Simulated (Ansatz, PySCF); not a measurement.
Process, species as SMILES: [O][Si]([SiH3])([SiH3])[SiH3] → O[Si]([SiH2])([SiH3])[SiH3]
Each molecule is optimised on its own at B3LYP-D3(BJ)/def2-TZVP (Ansatz, an electronic-structure program), one conformer each, not searched for the lowest. Frequencies are from Ansatz or PySCF.

Quantity: isomerisation energy (enthalpy at 298 K, with B3LYP-D3(BJ) rigid-rotor harmonic-oscillator terms), in kcal/mol. Correlated levels leave the core frozen unless marked. Open shells are spin-unrestricted. No spin-orbit coupling. Non-relativistic. Basis-set limits of correlation are two-point, X^-3; Hartree-Fock from the larger set. [CCSD(T)-MP2]/basis is that difference in the basis named.

```
level                                                                 program  isomerisation energy (kcal/mol)
-------------------------------------------------------------  --------------  -------------------------------
HF/cc-pV(T+d)Z                                                         Ansatz                            -17.4
PBE-D3(BJ)/def2-TZVPD                                          Ansatz + dftd3                            -17.3
BLYP/def2-TZVPD                                                        Ansatz                            -12.9
r2SCAN/def2-TZVPD                                                      Ansatz                            -18.4
BHLYP-D3(BJ)/def2-TZVPD                                        Ansatz + dftd3                            -20.2
B2GP-PLYP-D3(BJ)/def2-TZVPD                                    Ansatz + dftd3                            -23.6
B2GP-PLYP-D4/def2-TZVPD                                        Ansatz + dftd4                            -23.3
B2PLYP/def2-TZVPD                                                      Ansatz                            -20.6
RPA@PBE/cc-pV(T+d)Z                                                    Ansatz                            -17.5
MP2/cc-pV(T+d)Z                                                        Ansatz                            -34.5
MP2/cc-pwCVTZ                                                          Ansatz                            -34.2
MP2/cc-pV(Q+d)Z                                                        Ansatz                            -35.2
MP2/CBS(cc-pV(T+d)Z,cc-pV(Q+d)Z)                                       Ansatz                            -35.6
RI-MP2/cc-pV(Q+d)Z                                                     Ansatz                            -35.2
RI-MP2/CBS(cc-pV(T+d)Z,cc-pV(Q+d)Z)                                    Ansatz                            -35.6
CCSD/cc-pV(D+d)Z                                                       Ansatz                            -21.5
CCSD/cc-pV(Q+d)Z                                                       Ansatz                            -23.5
CCSD/CBS(cc-pV(T+d)Z,cc-pV(Q+d)Z)                                      Ansatz                            -23.7
CCSD(T)/cc-pwCVTZ                                                      Ansatz                            -22.4
RI-MP2/CBS(cc-pV(T+d)Z,cc-pV(Q+d)Z)+[CCSD(T)-MP2]/cc-pV(T+d)Z          Ansatz                            -23.9
CCSD(T)/CBS(cc-pV(T+d)Z,cc-pV(Q+d)Z)                                   Ansatz                            -23.2
```
